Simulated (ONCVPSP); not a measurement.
Ti: excitation energies, all-electron against ONCV

| Quantity | Value |
| --- | --- |
| Element | titanium (Ti) |
| Generator | ONCVPSP 4.0.1 |
| Type | optimised norm-conserving Vanderbilt (ONCV) |
| Functional | LDA (Perdew-Wang 92) |
| Relativity | scalar-relativistic |
| Frozen core | [Ne] |
| Valence charge | 12 |
| Reference configuration | 3s2 3p6 3d2 4s2 |
| Partial waves | 3s+4s: rc 1.55 bohr, ncon 4, nbas 9, qcut 6.8 1/bohr, 2 projectors; 3p: rc 0.95 bohr, ncon 4, nbas 9, qcut 7.9 1/bohr, 1 projector; 3d: rc 2.55 bohr, ncon 3, nbas 8, qcut 5.5 1/bohr, 2 projectors, debl 0.6 Ha; f scattering state at 0.34 Ha: rc 2.00 bohr, ncon 4, nbas 7, qcut 5.2 1/bohr, 1 projector |
| Local potential | polynomial inside 0.95 bohr (lpopt 3, dvloc0 3 Ha) |
| Core correction | Teter function, fcfact 3.75, rcfact 1.3 |

Energies are relative to the spin-unpolarised reference configuration 3s2 3p6 3d2 4s2; without spin polarisation the order of configurations can differ from experiment.

| valence configuration | charge | ΔE all-electron (eV) | error AE − PS (meV) |
| --- | --- | --- | --- |
| 3s2 3p6 3d2 4s0 | +2 | 21.322 | -2.2 |
| 3s2 3p6 3d1 4s0 | +3 | 48.516 | +397 |

Question: What are ΔE and the potential's error for 3s2 3p6 3d2 4s1.5?

Answer: ΔE = 3.013 eV all-electron; the error (AE − PS) is +0.1 meV.

Question: What are ΔE and the potential's error for 3s2 3p6 3d2 4s1?

Answer: ΔE = 7.529 eV all-electron; the error (AE − PS) is +0.4 meV.
